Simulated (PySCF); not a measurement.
# KTl⁺ from Hartree–Fock to correlated methods

State: ²Σ⁺ (doublet), unpaired electrons σ ↑. Set-up: basis K def2-SVPD, Tl def2-SVPD with ECP60; scalar-relativistic core potentials; PySCF 2.14. De refers to K⁺ + Tl in their high-spin ground configurations, without counterpoise correction. The functionals are run spin-unrestricted. A positive dipole points towards Tl; it is taken about the centre of mass and depends on that origin.

| Level | Re (Å) | ωe (cm⁻¹) | De (eV) | μ (D) | CPU s a point (SCF and correlation, without the integrals) |
| --- | --- | --- | --- | --- | --- |
| UHF | 4.277 | 57.7 | n/a | -12.97 | 0.13 |
| UHF-MP2 | 4.165 | 61.1 | n/a | n/a | 0.22 |
| UHF-SCS-MP2 | 4.186 | 60.6 | n/a | n/a | n/a |
| UHF-CCSD | 4.168 | 61.5 | n/a | n/a | n/a |
| UHF-CCSD(T) | 4.164 | 61.7 | n/a | n/a | 6.2 |
| PBE | 4.185 | 56.0 | n/a | -11.18 | 0.34 |
| PW91 | 4.160 | 57.1 | n/a | -11.16 | 0.24 |
| r²SCAN | 4.157 | 60.1 | n/a | -12.07 | 0.41 |
| PBE0 | 4.138 | 59.1 | n/a | -11.64 | 0.68 |
| M06 | 4.137 | 54.7 | n/a | -11.65 | 0.6 |
| M06-2X | 3.939 | 71.9 | n/a | -11.77 | 0.5 |

The bond length runs from 3.939 Å (M06-2X) to 4.277 Å (UHF).

Correlated steps freeze 9 core orbitals. These are scalar-relativistic numbers at best; spin–orbit coupling would shift them, the dissociation energy most. The state was picked by a PBE0 search and need not be the measured ground state.

The whole job (state search and all levels along the bond) took about 1.7 min on 1 thread of Intel Xeon 6975P-C (shared host), peak memory 0.78 GiB.
